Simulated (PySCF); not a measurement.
A family of related molecules: H2E=Y. All species are isolated molecules in the gas phase. Strings in code marks are SMILES.

The HOMO–LUMO gap from two functionals at the same geometries (r2SCAN-D4/def2-TZVP), both in PySCF: PBE-D3(BJ)/def2-TZVP and r2SCAN-D4/def2-TZVP. 

```json
[
 {"species": "`O=[SiH2]`", "PBE-D3(BJ)/def2-TZVP (eV)": "3.65", "r2SCAN-D4/def2-TZVP (eV)": "4.18"},
 {"species": "`N=[SiH2]`", "PBE-D3(BJ)/def2-TZVP (eV)": "3.72", "r2SCAN-D4/def2-TZVP (eV)": "4.20"},
 {"species": "`[GeH2]=[Se]`", "PBE-D3(BJ)/def2-TZVP (eV)": "2.07", "r2SCAN-D4/def2-TZVP (eV)": "2.38"},
 {"species": "`[O]=[SnH2]`", "PBE-D3(BJ)/def2-TZVP (eV)": "2.50", "r2SCAN-D4/def2-TZVP (eV)": "2.93"}
]
```

Over these rows, drawn at random from the members with no instability flagged (it was tested for open shells, ions and some series alone), PBE minus r2SCAN-D4: mean -0.44 eV, from -0.53 eV to -0.30 eV.
